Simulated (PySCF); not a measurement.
## Telling isomers of C₇H₁₃Al apart by NMR

Theoretical values (PySCF 2.14): GIAO PBE0/pcSseg-1 shieldings, PBE0-D3(BJ)/def2-SVP structure. A single conformation, relativity neglected, no solvent, fast rotation and ring inversion assumed for equivalent nuclei.

Chemical shifts δ = σref − σ; ¹H (σ = 31.27 ppm), ¹³C (σ = 184.41 ppm) vs TMS, all at this level. Where no couplings were computed, multiplicities follow the n + 1 count of equivalent neighbours, and m marks all less simple cases (inequivalent or close neighbours, rings, F or P nearby). Shifts are as computed. Against solution values, carbons near 30 ppm lie about +2 ppm off and those near 130 ppm about +5 ppm. Of 1211 compounds with measured shifts, 218 miss one by over three times the rms of a fit or turn the order of signals round; such compounds aren't used in these exercises.

(1) Tabulate the signals of `C#[C][AlH][C](C)(C)CC`, `C1C[CH]([AlH][CH]2CC2)C1` and their relative energies.

(2) What is the quickest way to tell C#[C][AlH][C](C)(C)CC from C1C[CH]([AlH][CH]2CC2)C1?

Results:

(1) 
```json
{"SMILES": "C#[C][AlH][C](C)(C)CC", "carbon types": "2×C 1×CH 1×CH2 3×CH3", "δC": "109.5, 97.6, 37.0, 26.4, 26.2, 17.4", "δH": "4.94 (br, 1H), 2.42 (d, 1H), 1.34 (q, 2H), 1.07 (s, 6H), 0.99 (t, 3H)", "E rel. (kcal/mol)": "0.0"}
{"SMILES": "C1C[CH]([AlH][CH]2CC2)C1", "carbon types": "2×CH 5×CH2", "δC": "26.8, 26.6, 15.6, 3.3, -4.3", "δH": "5.68 (br, 1H), 2.37 (m, 2H), 1.95 (m, 1H), 1.80 (m, 1H), 1.79 (m, 2H), 0.93 (m, 1H), 0.68 (m, 2H), 0.27 (m, 2H), -0.61 (m, 1H)", "E rel. (kcal/mol)": "1.3"}
```

Energies are electronic energies at PBE0/pcSseg-1 on these geometries, without zero-point or thermal terms, each for the one conformer computed, which needn't be the lowest.

(2) Count the carbon signals: 6 against 5. The first has a terminal alkyne carbon (CH) at 109.5 ppm, the second an sp3 CH bonded to Al at 15.6 ppm. Their most deshielded carbons lie at 109.5 and 26.8 ppm. In the proton spectra the most deshielded non-exchanging signals are 4.94 (br, 1H) and 5.68 (br, 1H).
